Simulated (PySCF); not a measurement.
## How methods differ on the ionisation energy of K

K [Ar] 4s1 (2S) → K⁺ [Ar] (1S), as a difference of total energies. Computed with PySCF 2.14 in def2-SVP (5s3p2d, 24 functions), with the non-relativistic Hamiltonian (point nucleus). The calculations carry no spin-orbit coupling.

| method | ionisation energy (eV) | difference from reference (eV) |
| --- | --- | --- |
| UHF | 3.980 | -0.361 |
| PBE0 | 4.362 | +0.021 |
| B3LYP | 4.477 | +0.136 |

Reference: 4.341 eV (measured; NIST Atomic Spectra Database, ionization energies).

These non-relativistic numbers lack the scalar-relativistic shift.
